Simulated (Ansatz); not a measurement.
Reaction (redistribution): `C[SiH2]S[SiH](Cl)Cl` + `O[SiH2]F` → `O[SiH](Cl)Cl` + `C[SiH2]S[SiH2]F`

Isolated molecules relaxed with PBE0-D4/def2-TZVP in Ansatz; ΔE leaves out vibrations. CCSD(T)/CBS adds triple-zeta CCSD(T) − MP2 to the extrapolated MP2 energy (def2 sets, frozen cores). This one scheme is used for every species. DFT in def2-TZVPP. Each species was taken in one conformer, which may not be the lowest.

`C[SiH2]S[SiH](Cl)Cl`:

Cartesian coordinates in Å:
```
C 1.616 0.545 -0.148
Si 0.293 0.836 1.126
S -1.039 -0.850 1.375
Si -1.670 -1.223 -0.593
Cl -2.034 0.505 -1.629
Cl -0.291 -2.289 -1.666
H 2.164 -0.375 0.063
H 1.194 0.473 -1.152
H 2.319 1.382 -0.132
H 0.868 0.971 2.488
H -0.509 2.043 0.812
H -2.910 -2.017 -0.543
```

`O[SiH2]F`:

Z-matrix (Å, degrees):
```
Si
F 1 1.596
O 1 1.630 2 111.0
H 1 1.482 2 106.0 3 121.4
H 1 1.474 2 108.2 3 -116.3
H 3 0.958 1 119.1 2 71.8
```

`O[SiH](Cl)Cl`:

Z-matrix (Å, degrees):
```
Si
Cl 1 2.042
Cl 1 2.041 2 107.4
O 1 1.621 2 111.2 3 -121.9
H 1 1.467 2 109.8 3 119.4
H 4 0.959 1 119.4 2 59.9
```

`C[SiH2]S[SiH2]F`:

Z-matrix (Å, degrees):
```
C
Si 1 1.860
H 1 1.092 2 110.6
H 1 1.093 2 110.3 3 120.1
H 1 1.092 2 110.4 3 -119.9
S 2 2.156 1 111.5 3 58.5
H 2 1.485 1 111.6 3 -58.5
H 2 1.487 1 110.9 3 179.1
Si 6 2.109 2 98.6 1 81.3
F 9 1.602 6 111.2 2 -63.4
H 9 1.479 6 107.2 2 178.5
H 9 1.480 6 111.6 2 54.8
```

| level | ΔE (kJ/mol) |
| --- | --- |
| r2SCAN-D4 | -4.1 |
| ωB97M-V | -2.0 |

Task: What does CCSD(T)/CBS give? (Best estimate.)

Result: Ansatz gave: +0.1 kJ/mol. The listed levels differ from it by -4.2, -2.1 kJ/mol.

Largest T1 diagnostic among the species: 0.011.

In def2-TZVPP, CCSD(T) changes the Hartree–Fock value by +9.1 kJ/mol (the triples alone add +1.7 kJ/mol) and MP2 by +13.0 kJ/mol. The D4 term adds +9.1 kJ/mol with B3LYP and +5.4 kJ/mol with PBE0; it sums over pairs of atoms, weighted by their polarisabilities, and B3LYP, whose exchange is more repulsive, gets the larger term.

B3LYP here is the variant with VWN-RPA as its local correlation; programs differ in this.
